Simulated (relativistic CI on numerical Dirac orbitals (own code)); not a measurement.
**B+: calculation against measurement**

Method of calculation: Dirac-Coulomb-Breit CI, KLI orbitals optimised for each configuration, a model potential for QED, valence Slater integrals scaled by 0.85, P86 correlation estimate, and configurations built on the next ion tied to the tabulated ionisation energy (semi-empirical) (own radial code, finite nucleus).

CI space (outside the closed core 1s2): 2s2, 2s.2p, 2p2, 2s.3s, 2s.3p, 2s.3d, 2s.4s, 2p.3s, 2p.3p, 2s.4p, 2s.4d, 2s.4f, 3s2, 3s.3p, 3p2. Levels of other configurations are missing.

```csv
Configuration,Term (tabulated),J,Measured (cm⁻¹),Computed,Error,Purity (%)
2s2,1S,0,0.0,0,0,93
2s.2p,3P°,0,37335.5,37318,-18,100
2s.2p,3P°,1,37341.7,37323,-19,100
2s.2p,3P°,2,37357.8,37337,-21,100
2s.2p,1P°,1,73396.5,75684,2287,99
2p2,3P,0,98911.4,99742,830,100
2p2,3P,1,98919.9,99749,830,100
2p2,3P,2,98933.3,99760,827,100
2p2,1D,2,102362.8,106546,4183,94
2p2,1S,0,127661.2,131035,3373,56
2s.3s,3S,1,129773.2,129348,-426,98
2s.3p,3P°,0,143989.3,143967,-22,99
2s.3p,3P°,2,143989.9,143972,-18,99
2s.3p,3P°,1,143993.5,143968,-25,99
2s.3p,1P°,1,144102.8,144706,603,95
2s.3d,3D,1,150649.1,150383,-266,99
2s.3d,3D,2,150649.1,150383,-266,99
2s.3d,3D,3,150649.1,150383,-266,99
2s.3d,1D,2,154686.0,155168,482,93
```

Measured levels from NIST Handbook of Basic Atomic Spectroscopic Data (Sansonetti and Martin, J. Phys. Chem. Ref. Data 34, 1559 (2005)); pairs were made by configuration, J and term (by order where the table uses no LS term), so strongly mixed levels may be paired wrongly.

Mean error by configuration (cm⁻¹): 2s.2p 558; 2p2 2009; 2s.3s -426; 2s.3p 134; 2s.3d -79. Over the excited levels the mean absolute error is 820 cm⁻¹ (18 of the 18 excited levels that our extract of the source holds in range could be paired), and the median relative error of those above 1,000 cm⁻¹ is 0.24 %.

Transition probabilities of persistent lines. The last column rescales the computed rate by the cube of measured over computed energy:

| λ measured (Å) | Lower | Upper | A tabulated (s⁻¹) | A computed | A rescaled |
| --- | --- | --- | --- | --- | --- |
| 1362.46 vacuum | 2s2 1S_0 | 2s.2p 1P°_1 | 1.19e+09 | 1.32e+09 | 1.20e+09 |
| 1842.82 vacuum | 2s.2p 1P°_1 | 2p2 1S_0 | 1.33e+09 | 2.13e+09 | 2.01e+09 |
| 3451.30 air | 2s.2p 1P°_1 | 2p2 1D_2 | 5.40e+07 | 7.39e+07 | 6.11e+07 |
